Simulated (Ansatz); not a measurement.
Pd4⁻. Charge -1, multiplicity 2. Geometry PBE-D4/def2-SVPD; atoms count from 1.

```csv
atom,x (Å),y (Å),z (Å)
Pd1,1.4566,-0.7108,0.1154
Pd2,0.0151,1.3200,0.9473
Pd3,-1.2119,-0.9590,0.5031
Pd4,-0.2597,0.3497,-1.5657
```

In the def2 sets Pd takes a core potential; there is no spin–orbit coupling. The charge -1 doublet is spin-contaminated (final ⟨S²⟩ up to 0.90, 0.75 for a pure state). The highest occupied level of the charge -1 doublet lies above zero (up to 0.19 eV). By energy differences its removal costs 1.27 eV (vertical, to the charge 0 triplet, at PBE0-D4/def2-TZVPD); a positive level beside a positive removal energy at the same level points to self-interaction error. The structure comes from a short search, and lower isomers may exist.

Estimate the Mulliken populations from the PBE0/def2-TZVPD orbitals of Ansatz.


```json
{"atom": "Pd1", "charge (e)": "-0.25", "spin (α − β)": "0.25", "d electrons": "9.48"}
{"atom": "Pd2", "charge (e)": "-0.25", "spin (α − β)": "0.25", "d electrons": "9.48"}
{"atom": "Pd3", "charge (e)": "-0.25", "spin (α − β)": "0.25", "d electrons": "9.48"}
{"atom": "Pd4", "charge (e)": "-0.25", "spin (α − β)": "0.25", "d electrons": "9.48"}
```
Mulliken values and Mayer orders depend strongly on the basis. With diffuse functions, as here, like atoms can get unlike values, and bond orders can come out too low or too high.

Where does the spin sit?

Summed by element: Pd 1.00, of 1 unpaired in all. Largest on single atoms: Pd2 0.25, Pd1 0.25, Pd3 0.25.

And the Mayer bond orders between bonded heavy atoms (over 0.3)?

Pd1–Pd2 0.57 (2.63 Å); Pd1–Pd3 0.44 (2.71 Å); Pd1–Pd4 0.57 (2.63 Å); Pd2–Pd3 0.57 (2.63 Å); Pd2–Pd4 0.44 (2.71 Å); Pd3–Pd4 0.57 (2.63 Å).
